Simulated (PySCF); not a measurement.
PySCF 2.14 output of an unrestricted MN15 calculation on a single atom or ion in 6-31G*, with no relativity, point nucleus:

```
SCF conv_tol = 1e-09
number electrons alpha = 13  beta = 9
    H. S. Yu, X. He, S. L. Li, and D. G. Truhlar.,  Chem. Sci. 7, 5032-5051 (2016)
    H. S. Yu, X. He, S. L. Li, and D. G. Truhlar.,  Chem. Sci. 7, 5032-5051 (2016)
cycle= 1 E= -943.543293745627  delta_E= -0.00398  |g|= 0.00922  |ddm|= 0.0912
cycle= 2 E= -943.543694674391  delta_E= -0.000401  |g|= 0.00588  |ddm|= 0.0435
cycle= 3 E= -943.544119108127  delta_E= -0.000424  |g|= 0.0065  |ddm|= 0.0452
cycle= 4 E= -943.544239583405  delta_E= -0.00012  |g|= 0.00652  |ddm|= 0.0121
cycle= 5 E= -943.541888488439  delta_E= 0.00235  |g|= 0.0229  |ddm|= 0.313
cycle= 6 E= -943.541496428288  delta_E= 0.000392  |g|= 0.0348  |ddm|= 0.164
cycle= 7 E= -943.541394633872  delta_E= 0.000102  |g|= 0.037  |ddm|= 0.0401
cycle= 8 E= -943.54197193852  delta_E= -0.000577  |g|= 0.00701  |ddm|= 0.0271
cycle= 9 E= -943.541983234761  delta_E= -1.13e-05  |g|= 0.00105  |ddm|= 0.0227
cycle= 10 E= -943.541982992781  delta_E= 2.42e-07  |g|= 0.00036  |ddm|= 0.00758
cycle= 11 E= -943.541983044934  delta_E= -5.22e-08  |g|= 3.46e-05  |ddm|= 0.000667
cycle= 12 E= -943.541983045329  delta_E= -3.95e-10  |g|= 5.33e-06  |ddm|= 9.4e-05
converged SCF energy = -943.541983045329  <S^2> = 6.0003327  2S+1 = 5.0001331
```

The run itself started from symmetry-adapted Hartree-Fock orbitals and held the occupation by maximum overlap, on a logarithmic radial grid, so the iterations belong to that start.

Task: Which element, charge and spin multiplicity is this?

Result: V⁺ (vanadium, charge +1), multiplicity 5; the state was [Ar] 3d4, high-spin 5D determinant.
